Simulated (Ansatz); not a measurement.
Born–Oppenheimer molecular dynamics of a periodic cell of 36 atoms, CO$_{2}$ (contents 12 CO2, density as packed 1.38 g/cm³ with natural masses). It goes on from the last frame of an earlier run, with new velocities.

These are results of Ansatz 0.2.0, DFT r2SCAN-D3(BJ), scalar-relativistic, plane waves, PAW, not measurements. Settings: accuracy low, cutoff 500 eV, k mesh 1x1x1, fermi-dirac smearing 0.02 eV, no spin polarisation.

| Property | Result |
| --- | --- |
| ensemble | NVT, Langevin thermostat |
| time step | 1.5 fs |
| steps asked | 110 |
| set temperature | 1000 K |
| friction | 0.005 /fs |
| seed | 133984 |

First frame:

```xyz
36
Lattice="8.5889 0.0000 0.0000 0.0000 8.5889 0.0000 0.0000 0.0000 8.5889" Properties=species:S:1:pos:R:3
C 5.712 7.317 2.373
O 4.585 7.552 2.509
O 6.857 7.131 2.501
C 2.619 2.606 5.073
O 2.272 2.866 6.131
O 2.905 2.189 4.067
C 0.120 6.616 7.813
O -0.183 7.396 8.621
O 0.593 6.031 6.889
C 2.812 0.335 8.138
O 2.235 0.051 9.141
O 3.603 0.516 7.278
C 7.803 1.329 2.652
O 8.580 1.331 3.450
O 6.744 1.366 2.050
C 3.054 4.840 1.396
O 4.206 4.404 1.565
O 2.026 5.361 1.271
C 5.818 3.864 4.552
O 5.138 3.473 5.372
O 6.601 4.078 3.752
C -0.090 3.679 0.290
O 0.959 3.135 0.373
O -1.022 4.275 0.035
C 0.688 5.165 4.102
O 0.537 6.334 3.976
O 0.918 4.078 3.863
C 8.566 1.657 6.761
O 9.117 0.643 6.764
O 8.143 2.715 6.578
C 6.217 8.210 5.183
O 6.111 7.271 5.864
O 6.026 9.232 4.630
C 3.578 5.954 5.999
O 4.167 5.714 6.949
O 3.086 6.294 4.982
```

Problem. What does the run give?

Solution. All steps were run.

| Property | Result |
| --- | --- |
| steps done | 110 |
| time covered | 165 fs |
| mean temperature over the second half | 959 K |
| spread of the potential energy over the second half | 10.2 meV per atom |
| mean potential energy of the second half above the start | 16.7 meV per atom |

A run of 0.17 ps of so small a system gives no equilibrium averages. Limits of this set-up: coarse k mesh, low accuracy level.

Problem. What happens to the structure?

Solution. Mean squared displacements from the first frame to the last, about the centre of mass: C 0.64 Å², O 1.06 Å². This is one draw of velocities; another would differ in detail.

Problem. How do temperature and energy run in time?

Solution. 
```
time (fs)  T (K)  potential energy less start (eV)
      0.0    972                             0.000
     13.5    986                             0.281
     27.0    884                             0.859
     40.5    974                             0.470
     54.0    935                             0.357
     67.5   1131                            -0.259
     81.0   1061                            -0.042
     94.5   1061                             0.035
    108.0    935                             0.522
    121.5    913                             0.674
    135.0    847                             1.249
    148.5    993                             0.804
    162.0    944                             0.804
```

Run time: 34 min on 2 threads of Arm Neoverse V1, with other jobs on the host, peak memory 1 GiB.
